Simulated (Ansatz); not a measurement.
HgBr₂⁻ (the lowest doublet isomer of a short search) was relaxed with r2SCAN-D4 (def2-TZVPD) in Ansatz in these states: charge -1 doublet, charge -1 quartet. The geometries follow in no particular order.

In the def2 sets Hg takes a core potential; there is no spin–orbit coupling.

A:

```xyz
3

Hg   -0.089    0.535    0.459
Br    2.582    0.464   -0.589
Br   -2.493   -0.999    0.130
```

B:

```xyz
3

Hg    0.2638    0.3203    0.5254
Br    1.0287   -2.3027    0.4608
Br   -1.2924    1.9824   -0.9862
```

**Question.** Judge from the bond lengths which geometry belongs to which state (an estimate).

**Answer.** A is the charge -1 quartet (Hg1–Br2 2.870 Å, Hg1–Br3 2.870 Å); B is the charge -1 doublet (Hg1–Br2 2.733 Å, Hg1–Br3 2.733 Å).

At r2SCAN-D4/def2-TZVPD the highest occupied level of the charge -1 quartet lies above zero (up to 1.91 eV). It is a level of α spin, whose loss leaves a triplet; that state wasn't run at this geometry and level. The electron is either unbound and held by the finite basis, or the level is raised by self-interaction error. At r2SCAN-D4/def2-TZVPD the gap within one spin of the charge -1 quartet nearly closes, so an electron or hole may be smeared out by delocalisation error. At PBE0-D4/def2-TZVPD a doublet lies 5.30 eV below the charge -1 quartet. These are the stationary points nearest to one start from a short search; other shapes may lie lower in each state.
